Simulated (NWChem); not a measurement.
NH$_{3}$SeO; SMILES O[Se]N

```xyz
6

Se     0.4125    -0.0086    -0.0337
O     -0.6430    -1.5243    -0.1078
H     -0.8007    -1.7798     0.8172
N     -0.7424     1.4134     0.0084
H     -1.3140     1.4614     0.8469
H     -1.3147     1.4908    -0.8278
```
Atoms are numbered in this order, from 1.

Program: NWChem. Pople sets run with spherical d functions. Structure relaxed at the B3LYP/6-31G* (spherical d) level. Vzz is the largest principal value of the second derivative of the potential at the nucleus (NWChem prints the opposite sign); η is the asymmetry. Non-relativistic.

| level | Vzz Se1 (a.u.) | η Se1 | Vzz O2 (a.u.) | η O2 | Vzz N4 (a.u.) | η N4 |
|---|---|---|---|---|---|---|
| PBE0/cc-pVTZ | -8.577 | 0.45 | -1.599 | 0.87 | -0.898 | 0.37 |
| PBE0/6-31G* | (withheld) | 0.44 | (withheld) | 0.82 | -0.866 | (withheld) |
| PBE/def2-SVP | -8.520 | 0.42 | -1.530 | 0.87 | -0.861 | 0.22 |
| PBE/6-31G* | -8.213 | 0.42 | -1.494 | 0.82 | -0.816 | 0.27 |

Q: Complete the blanks.

A: 
- PBE0/6-31G*, Vzz Se1 (a.u.): -8.404
- PBE0/6-31G*, Vzz O2 (a.u.): -1.586
- PBE0/6-31G*, η N4: 0.32
